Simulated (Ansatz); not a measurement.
Two isomers of C2H5FO2Si: A = `CC(=O)O[SiH2]F`, B = `C=C(F)[SiH](O)O`.

Calculated with Ansatz (gas phase, PBE0-D4/def2-TZVP geometries, no zero-point term in ΔE). CCSD(T)/CBS is the MP2 limit (def2-TZVPP, def2-QZVPP) plus CCSD(T) − MP2 in def2-TZVPP, frozen cores. DFT in def2-TZVPP. B3LYP here is the variant with VWN-RPA as its local correlation; programs differ in this. Each species was taken in one conformer, which may not be the lowest.

Q: Which isomer does CCSD(T)/CBS put lower? Give the gap. (Estimate.)

A: Ansatz gave: A, by 26.4 kcal/mol.

Q: Give E(B) − E(A) in kcal/mol with B3LYP, MP2/def2-TZVPP, CCSD(T)/def2-TZVPP, HF/def2-TZVPP, BLYP-D4, CCSD/def2-TZVPP, B2PLYP. (Estimate.)

A: The calculation gave: B3LYP 27.8, MP2/def2-TZVPP 28.9, CCSD(T)/def2-TZVPP 27.9, HF/def2-TZVPP 32.1, BLYP-D4 26.7, CCSD/def2-TZVPP 28.0, B2PLYP 28.6. None reverses the order clearly.

Q: Does the order hold for the free energy at 298.15 K (harmonic terms from PBE0-D4)? (Estimate.)

A: The calculation gave: Yes: G(B) − G(A) = +26.0 kcal/mol, for one conformer each. Modes under 60 cm⁻¹, often nearly free rotors, make the harmonic entropy too high.

Largest T1 diagnostic: 0.014.

At CCSD(T), def2-SVP lies +10.6 kcal/mol from the extrapolated value and def2-TZVPP +1.5 kcal/mol. From BLYP to BHLYP (50 % exact exchange), in def2-TZVPP and without D4, E(B) − E(A) moves by +1.5 kcal/mol.
